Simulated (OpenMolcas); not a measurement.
# S+: effect of the active space

```yaml
Program: OpenMolcas 26.06
Method: SS-CASPT2, IPEA 0.25 Eh, imaginary shift 0.1 Eh
Basis: ANO-RCC-VDZP
Scalar_Hamiltonian: DKH2, point nucleus
Spin-orbit_coupling: RASSI with atomic mean-field integrals over the reference wave functions, term energies averaged over their components
```

A. 3 electrons in 3 orbitals (3p); 2S+1 = 4 odd, 1 root; 2S+1 = 2 odd, 8 roots; closed shells correlated: 2s 2p 3s; CASPT2 step of the order of 0.5 core-seconds
B. 5 electrons in 4 orbitals (3s 3p); 2S+1 = 4 odd, 1 root; 2S+1 = 2 odd, 8 roots; 2S+1 = 4 even, 3 roots; 2S+1 = 2 even, 9 roots; closed shells correlated: 2s 2p; CASPT2 step of the order of 1.3 core-seconds

Energies in cm⁻¹ above 3s² 3p³ ⁴S°_3/2, the measured ground level; measured values from NIST Handbook of Basic Atomic Spectroscopic Data.

```json
{"Level": "3s² 3p³ ⁴S°_3/2", "A": "0.0", "B": "0.0", "Measured": "0.0"}
{"Level": "3s² 3p³ ²D°_3/2", "A": "17400", "B": "17420", "Measured": "14853"}
{"Level": "3s² 3p³ ²D°_5/2", "A": "17420", "B": "17440", "Measured": "14885"}
{"Level": "3s² 3p³ ²P°_1/2", "A": "28050", "B": "26490", "Measured": "24525"}
{"Level": "3s² 3p³ ²P°_3/2", "A": "28070", "B": "26500", "Measured": "24572"}
```

Deviations, from unrounded energies. A percentage is the sum of absolute deviations over the sum of measured energies, with the sign that they share, or ± where signs differ.

```json
{"Against measurement": "mean absolute deviation (cm-1)", "Levels": "4", "A": "3000", "B": "2300"}
{"Against measurement": "other terms of the ground configuration (%)", "Levels": "4", "A": "+15.4", "B": "+11.4"}
```

B lies closest to measurement on these levels. The largest miss of B in the table is 3s² 3p³ ²D°_3/2, by +2600 cm-1. The ranking rests on the paired levels alone, and a cruder setting can come out closer through cancelling errors.

Between A and B the level of the table that moves most is 3s² 3p³ ²P°_3/2, by 1600 cm-1 (lowest in B, highest in A). Moves below CASPT2's spread within the term are not significant.

CASPT2 does not keep the components of a term degenerate, so their means are used; among the terms shown or strongly mixed into the levels shown the widest spread is 280 cm-1 (3s² 3p³ ²D°, A). Over all roots computed the reference weight is 0.89 to 0.97 in B; the roots of lowest weight are the least certain, and an intruder state may touch them. Some terms miss by over 15 % even with CASPT2, which points to a basis or an active space too small for the shells correlated. With the s shell closed, the reference lacks s² → p² mixing (holds for A). Measured partners are found by configuration, term and J. A level has none where our copy of the source lacks it or the pairing is in doubt (some pairs that miss far off the trend of their configuration count as doubtful), and it then counts in no deviation. Levels of configurations outside the active space are missing. The table leaves out levels that lie high or whose names do not pair safely across all columns.

° marks odd parity.
